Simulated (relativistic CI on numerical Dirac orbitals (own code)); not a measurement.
Ir²³⁺: computed level list

Computed by Dirac-Coulomb-Breit CI, KLI orbitals optimised for each configuration, model QED, unscaled Slater integrals (own radial code, finite nucleus).

CI space (outside the closed core [Ar] 3d10): 4s2.4p6.4d10.4f8, 4s2.4p6.4d10.4f7.5s, 4s2.4p6.4d10.4f6.5s2, 4s2.4p6.4d10.4f7.5p, 4s2.4p6.4d9.4f9, 4s2.4p5.4d10.4f9, 4s2.4p6.4d10.4f7.6s, 4s.4p6.4d10.4f9, 4s2.4p6.4d10.4f7.7s, 4p6.4d10.4f10, 4s.4p6.4d10.4f7.5s2, 4s.4p6.4d10.4f8.5s. Levels of other configurations are missing.

The lowest level is 4s2.4p6.4d10.4f8 7F_6, with 80 % of that term; Hund's rules for 4s2.4p6.4d10.4f8 give 7F with J = 6, in agreement.

```
No.     Configuration  Term   J  E (cm⁻¹)   %  Landé g
  1  4s2.4p6.4d10.4f8    7F   6       0.0  80    1.459
  2  4s2.4p6.4d10.4f8    7F   5   13000.9  86    1.468
  3  4s2.4p6.4d10.4f8    7F   4   14205.0  63    1.456
  4  4s2.4p6.4d10.4f8    7F   3   21648.7  76    1.468
  5  4s2.4p6.4d10.4f8    7F   2   24111.7  72    1.467
  6  4s2.4p6.4d10.4f8    7F   1   27606.2  78    1.472
  7  4s2.4p6.4d10.4f8    7F   0   28617.6  77         
  8  4s2.4p6.4d10.4f8    5D   4   46865.1  51    1.442
  9  4s2.4p6.4d10.4f8    3H   6   51900.6  21    1.131
 10  4s2.4p6.4d10.4f8    5L  10   59560.4  74    1.166
 11  4s2.4p6.4d10.4f8    5G   4   63257.0  28    1.051
 12  4s2.4p6.4d10.4f8    5H   7   65332.5  26    1.093
 13  4s2.4p6.4d10.4f8    5G   5   65764.8  33    1.143
 14  4s2.4p6.4d10.4f8    3P   2   67526.1  45    1.410
 15  4s2.4p6.4d10.4f8    5L   9   68714.0  75    1.127
 16  4s2.4p6.4d10.4f8    5L   8   69530.8  53    1.084
 17  4s2.4p6.4d10.4f8    5G   3   70076.4  48    0.898
 18  4s2.4p6.4d10.4f8    5L   6   71224.9  43    0.932
 19  4s2.4p6.4d10.4f8    5G   2   75054.0  75    0.455
 20  4s2.4p6.4d10.4f8    5D   3   78722.2  61    1.389
 21  4s2.4p6.4d10.4f8    5L   7   79084.3  43    1.090
 22  4s2.4p6.4d10.4f8    5I   6   80547.0  29    1.148
 23  4s2.4p6.4d10.4f8    5F   5   82806.4  47    1.280
 24  4s2.4p6.4d10.4f8    3P   0   82951.7  37         
 25  4s2.4p6.4d10.4f8    5G   5   85425.9  23    1.118
 26  4s2.4p6.4d10.4f8    5F   4   86156.7  41    1.228
 27  4s2.4p6.4d10.4f8    5I   8   86875.3  56    1.165
 28  4s2.4p6.4d10.4f8    5I   7   88614.7  40    1.140
 29  4s2.4p6.4d10.4f8    5I   4   90767.9  39    0.881
 30  4s2.4p6.4d10.4f8    5D   1   90833.0  29    1.115
```

Energies count from the lowest computed level.

The mean weight of the leading LS term, summed over parents, in these 30 levels is 52 %, and that of the leading jj configuration (from the same eigenvectors) 52 %.

At this charge energies of transitions that change n are usually good to better than 1 %, and those within a shell (Δn = 0) to a few per cent. Terms inside the open d or f shell come out 10 to 20 % too wide with unscaled integrals.

LS names give the leading component of a level, which can be under half, so a name can repeat, a term be missing and a line seem to break the LS rules.
